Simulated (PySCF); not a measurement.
Exact mass, isotope pattern and composition

Species: `C/N=C\[C@]12C[C@H]1C2`.

All values are calculated from tables of isotopes.

Question: Find the molar and monoisotopic masses of C6H9N.

Answer: For C6H9N, with standard atomic weights, 6 × 12.011 + 1 × 14.007 + 9 × 1.008 = 95.145 g/mol. From the most abundant isotopes (12C, 14N, 1H), 6 × 12.000000 + 1 × 14.003074 + 9 × 1.007825 = 95.0735 u.

Question: Give the isotope pattern of the molecular ion M+•, merging species of the same nominal mass.

Answer: 
```tsv
nominal mass	m/z (centroid)	relative intensity
95	95.0730	100.0
96	96.0760	7.0
97	97.0790	0.2
```

Lines under 0.1 % of the tallest are left out. One electron mass, 0.00055 u, is taken off.

Question: What is the composition by mass?

Answer: C 75.74 %, N 14.72 %, H 9.53 %.

Question: Resolve the fine structure: one atom at a time replaced by a minor isotope.

Answer: Intensity in % of the monoisotopic species:

```json
{"isotope": "15N", "mass shift (u)": "+0.99703", "m/z": "96.0700", "intensity (%)": "0.37"}
{"isotope": "13C", "mass shift (u)": "+1.00335", "m/z": "96.0763", "intensity (%)": "6.49"}
{"isotope": "2H", "mass shift (u)": "+1.00628", "m/z": "96.0792", "intensity (%)": "0.10"}
```

Species under 0.02 % are left out.

Question: What resolving power m/Δm just matches the spacing of the species with one 15N and with one 13C?

Answer: They lie 0.00632 u apart at mass 96.07, so m/Δm is about 15000.

Question: Protons, neutrons, electrons, and exact less nominal mass of the monoisotopic species?

Answer: 52 protons, 43 neutrons and 52 electrons; 95.0735 − 95 = +0.0735 u.
